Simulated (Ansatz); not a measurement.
CH$_{4}$AlBrO, SMILES `[OH][AlH][CH2]Br`, relaxed with RKS PBE0-D4/def2-TZVP in the Gaussian-basis code of Ansatz from a PBE-D4/def2-SVP geometry. The force threshold is 0.005 eV/Å; the program also tests the step.

Charge 0, multiplicity 1.

Start:

```xyz
8

O     0.248    0.258   -2.082
Al    0.396    0.682   -0.422
C     0.013   -0.595    1.036
Br   -1.834    0.222    1.155
H    -0.060   -0.591   -2.432
H     0.924    2.147   -0.129
H    -0.147   -1.671    0.837
H     0.460   -0.453    2.038
```

(1) How much energy does the relaxation release, and in how many steps? (Estimate.)

(2) Which bonds change most? (An estimate is asked.)

(3) Give the relaxed structure. (Estimate.)

Results:

(1) Computed: 3.82 kJ/mol, in 6 steps.

(2) Ansatz gave: Al2–Br4 from 2.770 to 2.722 Å; O1–Al2 from 1.720 to 1.694 Å; C3–Br4 from 2.024 to 2.002 Å; C3–H8 from 1.106 to 1.087 Å.

(3) The calculation gave: 
```xyz
8

O     0.242    0.241   -2.048
Al    0.403    0.688   -0.422
C     0.027   -0.588    1.014
Br   -1.810    0.206    1.089
H    -0.107   -0.592   -2.358
H     0.931    2.133   -0.100
H    -0.126   -1.646    0.815
H     0.440   -0.441    2.009
```
